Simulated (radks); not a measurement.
Values are calculated unless marked as measured or tabulated.
All-electron atom: Co I in [Ar] 3d7 4s2 (the NIST ground configuration). Level of theory: scalar-relativistic Kohn-Sham, TASK exchange with Perdew-Wang LDA correlation, spin-unpolarised, spherical densities, finite nucleus; meta-GGA in the generalised Kohn-Sham scheme; Fermi nuclear charge, rms radius 3.7875 fm (a radial shooting solver on a logarithmic mesh with Libxc functionals).

Normalised radial functions P(r) = r R(r), r in bohr:

| r | 2p |
|---|---|
| 0.002787 | 0.0051 |
| 0.003659 | 0.0084 |
| 0.004802 | 0.0140 |
| 0.006303 | 0.0233 |
| 0.008274 | 0.0385 |
| 0.01086 | 0.0634 |
| 0.01425 | 0.1033 |
| 0.01871 | 0.1662 |
| 0.02456 | 0.2632 |
| 0.03224 | 0.4075 |
| 0.04231 | 0.6129 |
| 0.05554 | 0.8868 |
| 0.0729 | 1.2214 |
| 0.09569 | 1.5821 |
| 0.1256 | 1.8938 |
| 0.1635 | 2.0482 |
| 0.2147 | 1.9589 |
| 0.2818 | 1.5967 |
| 0.3698 | 1.0647 |
| 0.4855 | 0.5534 |
| 0.6372 | 0.2119 |
| 0.8364 | 0.0545 |
| 1.098 | 0.0086 |
| 1.441 | 0.0008 |
| 1.891 | 0.0000 |
| 2.483 | 0.0000 |
| 3.259 | 0.0000 |
| 4.277 | 0.0000 |
| 5.614 | 0.0000 |
| 7.369 | 0.0000 |
| 9.673 | 0.0000 |

2p: eigenvalue -779.40 eV, 0 radial nodes, <r> = 0.225 bohr, 90 % of the charge inside 0.369 bohr.
